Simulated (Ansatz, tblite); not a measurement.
Forces on BCl2(SiH3) (SiBH₃Cl₂) at its PBE-D4/def2-SVP geometry. The state is a singlet with charge 0.

The xTB rows come from tblite.

GFN1-xTB (tblite), largest force 0.81 eV/Å:

```xyz
7
positions Å, forces eV/Å
B     0.219   -1.070    0.274   -0.080    0.747   -0.156
Cl   -0.351   -1.740    1.798   -0.003   -0.126    0.059
Cl    1.049   -2.137   -0.852    0.031   -0.138   -0.005
Si   -0.138    0.868   -0.203   -0.121    0.094   -0.074
H     0.906    1.409   -1.143   -0.567   -0.236    0.475
H    -0.209    1.735    1.025    0.017   -0.406   -0.663
H    -1.475    0.935   -0.900    0.725    0.065    0.363
```

GFN2-xTB (tblite), largest force 0.78 eV/Å:

```
B 0.023 -0.116 0.030
Cl 0.306 0.155 -0.697
Cl -0.372 0.348 0.587
Si -0.084 0.040 -0.048
H -0.497 -0.175 0.434
H 0.033 -0.329 -0.597
H 0.592 0.078 0.292
```

PBE0-D4/def2-TZVP (Ansatz), largest force 0.41 eV/Å:

```
B 0.012 -0.234 0.042
Cl 0.143 0.143 -0.351
Cl -0.186 0.236 0.272
Si -0.082 0.277 -0.084
H -0.211 -0.150 0.218
H 0.032 -0.221 -0.254
H 0.292 -0.052 0.158
```
